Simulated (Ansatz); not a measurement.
Reaction (ligand exchange at the In–C bond): `C[O][In]([CH3])[Cl]` + HCl → `C[O][In]([Cl])[Cl]` + CH₄

Gas-phase electronic energies from Ansatz, PBE0-D4/def2-TZVP geometries. CBS: MP2 limit from def2 TZ/QZ plus the TZ coupled-cluster correction, frozen cores. This one scheme is used for every species. def2 core potentials past Kr. For In outer-core shells are correlated without core-valence functions, which leaves a few kJ/mol of doubt a bond. One conformer a species, not always the lowest.

`C[O][In]([CH3])[Cl]`:

Z-matrix (Å, degrees):
```
C
O 1 1.405
H 1 1.097 2 109.9
H 1 1.097 2 109.8 3 -118.5
H 1 1.097 2 113.5 3 120.8
In 2 1.969 1 124.4 3 -119.7
Cl 6 2.343 2 109.8 1 -0.3
C 6 2.121 2 126.2 1 179.8
H 8 1.089 6 109.0 2 123.7
H 8 1.090 6 108.9 2 -117.4
H 8 1.089 6 109.8 2 3.0
```

HCl:

Z-matrix (Å, degrees):
```
Cl
H 1 1.279
```

`C[O][In]([Cl])[Cl]`:

Cartesian coordinates in Å:
```
C 0.994 -0.584 0.772
O -0.348 -0.151 0.834
In -1.245 0.661 -0.704
Cl -0.106 0.746 -2.710
Cl -3.383 1.461 -0.512
H 1.083 -1.511 1.347
H 1.660 0.162 1.220
H 1.346 -0.785 -0.246
```

CH₄:

Z-matrix (Å, degrees):
```
C
H 1 1.090
H 1 1.090 2 109.5
H 1 1.090 2 109.5 3 -120.0
H 1 1.090 2 109.5 3 120.0
```

| species | MP2/def2-QZVPP energy (Eh) |
| --- | --- |
| `C[O][In]([CH3])[Cl]` | -804.27661 |
| HCl | -460.33593 |
| `C[O][In]([Cl])[Cl]` | -1224.22751 |
| CH₄ | -40.42633 |

(1) Work out ΔE.

Largest T1 diagnostic among the species: 0.015.

## Answers

(1) ΔE = (-1224.22751) + (-40.42633) − (-804.27661) − (-460.33593) = -0.04130 Eh = -108.4 kJ/mol. CCSD(T)/CBS gives -110.2 kJ/mol.

From PBE to PBE0 (25 % exact exchange), in def2-TZVPP and without D4, ΔE moves by −4.1 kJ/mol. In def2-TZVPP, CCSD(T) changes the Hartree–Fock value by +29.9 kJ/mol (the triples alone add +1.7 kJ/mol) and MP2 by +30.5 kJ/mol.
